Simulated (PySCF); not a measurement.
A calculated (r2SCAN0, PySCF 2.14, dyall-acv3z, the non-relativistic Hamiltonian (point nucleus)) atom or ion has these occupied shells.

```json
{"shell": "1s α", "electrons": "1", "orbital energy (eV)": "-1537.5", "rms radius, mean of both spins (bohr)": "0.140"}
{"shell": "1s β", "electrons": "1", "orbital energy (eV)": "-1537.2", "rms radius, mean of both spins (bohr)": "0.140"}
{"shell": "2s α", "electrons": "1", "orbital energy (eV)": "-118.05", "rms radius, mean of both spins (bohr)": "0.683"}
{"shell": "2s β", "electrons": "1", "orbital energy (eV)": "-117.68", "rms radius, mean of both spins (bohr)": "0.683"}
{"shell": "2p α", "electrons": "3", "orbital energy (eV)": "-76.857", "rms radius, mean of both spins (bohr)": "0.677"}
{"shell": "2p β", "electrons": "3", "orbital energy (eV)": "-76.421", "rms radius, mean of both spins (bohr)": "0.677"}
{"shell": "3s α", "electrons": "1", "orbital energy (eV)": "-10.735", "rms radius, mean of both spins (bohr)": "2.68"}
{"shell": "3p α", "electrons": "2", "orbital energy (eV)": "-4.866", "rms radius, mean of both spins (bohr)": "3.40"}
```

(1) Name the element and its charge.

Results:

(1) Al (aluminium, neutral), in [Ne] 3s1 3p2, high-spin 4P determinant (an excited configuration).
